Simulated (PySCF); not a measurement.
r2SCAN on P (phosphorus, neutral)

Configuration: [Ne] 3s2 3p3, high-spin 4S determinant. All numbers are calculated (PySCF 2.14, the spin-free X2C one-electron Hamiltonian (Gaussian nucleus), in cc-pVDZ-DK).

```json
{
  "Total energy": "-342.0547 hartree",
  "One-electron energy": "-472.6641 hartree",
  "Hartree (Coulomb) energy": "153.8623 hartree",
  "Exchange-correlation energy": "-23.2529 hartree",
  "⟨S²⟩": "3.7501",
  "⟨L²⟩": "0.000",
  "Sum of ⟨r⟩": "14.86 bohr",
  "Sum of ⟨r²⟩": "29.52 bohr²",
  "Langevin diamagnetic susceptibility": "-23.4 ×10⁻⁶ cm³/mol",
  "Time after the integrals": "0.27 s of wall time on 1 thread of Neoverse-N1 (shared host)"
}
```

```csv
shell,electrons,mean orbital energy (eV),"rms radius, mean of both spins (bohr)"
1s α,1,-2095.7,0.120
1s β,1,-2095.3,0.120
2s α,1,-177.95,0.564
2s β,1,-177.67,0.564
2p α,3,-126.60,0.543
2p β,3,-126.11,0.543
3s α,1,-15.614,2.06
3s β,1,-11.973,2.06
3p α,3,-6.596,2.49
```

Densities and radii are taken from the X2C orbitals without a picture-change correction, which distorts them close to the nucleus.
